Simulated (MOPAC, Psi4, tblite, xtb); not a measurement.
Interaction energy of HBr ··· H4Ge (SMILES Br and [GeH4]). Monomers: optimised at B3LYP-D3(BJ) (def2-TZVP), held rigid. Orientation: a higher rigid-body minimum at GFN2-xTB. R is the distance of the centres of mass, along which the second monomer moves.

Geometry at R = 3.52 Å (first 2 atoms: monomer A):
```
7

Br     0.7124     0.0000     0.0000
H     -0.7124     0.0000     0.0000
Ge     2.8327    -1.4562    -2.3924
H      2.3545    -0.0981    -2.9269
H      3.5549    -1.2535    -1.0522
H      3.7981    -2.0929    -3.4030
H      1.6232    -2.3804    -2.1875
```

Levels: GFN2-xTB (tblite); PM3, restricted, heats of formation (MOPAC); GFN1-xTB (xtb); SAPT0/jun-cc-pVDZ, frozen core (Psi4).

Interaction energies in kJ/mol; the last columns give the difference from SAPT0:

| R / Å | GFN2-xTB | PM3 | GFN1-xTB | SAPT0/jun-cc-pVDZ | GFN2-xTB − SAPT0/jun-cc-pVDZ | PM3 − SAPT0/jun-cc-pVDZ | GFN1-xTB − SAPT0/jun-cc-pVDZ |
|---|---|---|---|---|---|---|---|
| 2.90 | 15.22 | -1.54 | -13.11 | 51.82 | -36.61 | -53.37 | -64.93 |
| 3.16 | -3.86 | 5.38 | -33.03 | 21.18 | -25.04 | -15.80 | -54.21 |
| 3.29 | -7.44 | 5.63 | -36.01 | 12.76 | -20.20 | -7.13 | -48.77 |
| 3.52 | -9.06 | 4.23 | -35.66 | 4.23 | -13.30 | 0.00 | -39.89 |
| 3.71 | -8.31 | 3.02 | -32.65 | 0.84 | -9.15 | 2.18 | -33.49 |
| 3.95 | -6.62 | 1.95 | -27.65 | -1.00 | -5.62 | 2.95 | -26.65 |
| 4.23 | -4.75 | 1.19 | -21.76 | -1.53 | -3.22 | 2.72 | -20.23 |
| 4.56 | -3.14 | 0.69 | -15.72 | -1.36 | -1.78 | 2.05 | -14.36 |
| 5.05 | -1.71 | 0.34 | -9.05 | -0.87 | -0.83 | 1.21 | -8.18 |
| 5.75 | -0.73 | 0.17 | -3.62 | -0.43 | -0.30 | 0.60 | -3.19 |
| 6.71 | -0.23 | 0.10 | -0.90 | -0.17 | -0.06 | 0.27 | -0.73 |
| 7.99 | -0.05 | 0.05 | -0.17 | -0.06 | 0.01 | 0.12 | -0.11 |

GFN2-xTB is furthest from SAPT0/jun-cc-pVDZ at 2.90 (-36.61 kJ/mol, below); its mean absolute difference over the points is 9.68 kJ/mol.

PM3 is furthest from SAPT0/jun-cc-pVDZ at 2.90 (-53.37 kJ/mol, below); its mean absolute difference over the points is 7.37 kJ/mol.

GFN1-xTB is furthest from SAPT0/jun-cc-pVDZ at 2.90 (-64.93 kJ/mol, below); its mean absolute difference over the points is 26.23 kJ/mol.
